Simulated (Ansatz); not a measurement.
Reaction (formal exchange of groups at the Si–Al bond): `[NH2][Al]([NH2])[SiH2][SiH3]` + `CCI` → `[SiH3][SiH2]I` + `C[CH2][Al]([NH2])[NH2]`

Isolated molecules relaxed with PBE0-D4/def2-TZVP in Ansatz; ΔE leaves out vibrations. CBS: MP2 limit from def2 TZ/QZ plus the TZ coupled-cluster correction, frozen cores. DFT in def2-TZVPP. Elements past krypton have def2 core potentials. For I outer-core shells are correlated without core-valence functions, which leaves a few kJ/mol of doubt a bond. One conformer a species, not always the lowest.

```
             level  ΔE (kJ/mol)
       LDA (SPW92)        -81.5
              BLYP        -83.5
     HF/def2-TZVPP       -103.2
CCSD(T)/def2-TZVPP        -85.8
```

Task: What does CCSD(T)/CBS give? (An estimate is asked.)

Result: Computed: -91.7 kJ/mol. The listed levels differ from it by 10.2, 8.2, -11.5, 5.9 kJ/mol.

Task: What do rigid-rotor, harmonic-oscillator terms from PBE0-D4/def2-TZVP frequencies (298.15 K, 1 bar) make of the CCSD(T)/CBS value? (An estimate is asked.)

Result: Computed: ΔZPE = -1.3 kJ/mol, ΔH = -93.2 kJ/mol, ΔS = -5 J/(mol·K), ΔG = -91.9 kJ/mol. Modes under 50 cm⁻¹ make the entropy rough.

Largest T1 diagnostic among the species: 0.012.

From PBE to PBE0 (25 % exact exchange), in def2-TZVPP and without D4, ΔE moves by −7.7 kJ/mol. At CCSD(T), def2-SVP lies +6.3 kJ/mol from the extrapolated value and def2-TZVPP +5.9 kJ/mol. In def2-TZVPP, CCSD(T) changes the Hartree–Fock value by +17.4 kJ/mol (the triples alone add +3.5 kJ/mol) and MP2 by +6.9 kJ/mol.
